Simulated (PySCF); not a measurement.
B3LYP on Ru⁻ (ruthenium, charge -1), [Kr] 4d7 5s2, high-spin 4F determinant. All numbers are calculated (PySCF 2.14, a scalar-relativistic core potential, in def2-QZVPPD with the def2 core potential (28 electrons)).

```
cycle= 1 E= -94.879683134933  delta_E= -0.0151  |g|= 0.0436  |ddm|= 0.993
cycle= 2 E= -94.879267099534  delta_E= 0.000416  |g|= 0.0527  |ddm|= 0.184
cycle= 3 E= -94.8803265751156  delta_E= -0.00106  |g|= 0.00802  |ddm|= 0.0678
cycle= 4 E= -94.8803570228519  delta_E= -3.04e-05  |g|= 0.000846  |ddm|= 0.0302
cycle= 5 E= -94.8803576514748  delta_E= -6.29e-07  |g|= 5.62e-05  |ddm|= 0.00423
cycle= 6 E= -94.880357662503  delta_E= -1.1e-08  |g|= 4.35e-06  |ddm|= 0.00136
cycle= 7 E= -94.8803576625374  delta_E= -3.44e-11  |g|= 8.91e-07  |ddm|= 6.21e-05
converged SCF energy = -94.8803576625374  <S^2> = 3.7644361  2S+1 = 4.0072116
```

Highest occupied orbital energy: 0.820 eV; ⟨L²⟩ = 12.02; populations by l: s 4.00, p 6.00, d 7.00, f 0.00.

Question: Can this result be used?

Answer: With care. The run converged. Energies and moments cover only the electrons outside the core potential. At B3LYP the highest occupied level has a positive energy, so only the finite basis holds that electron; in a semilocal or global hybrid functional this comes from self-interaction and does not mean that the real anion is unbound.
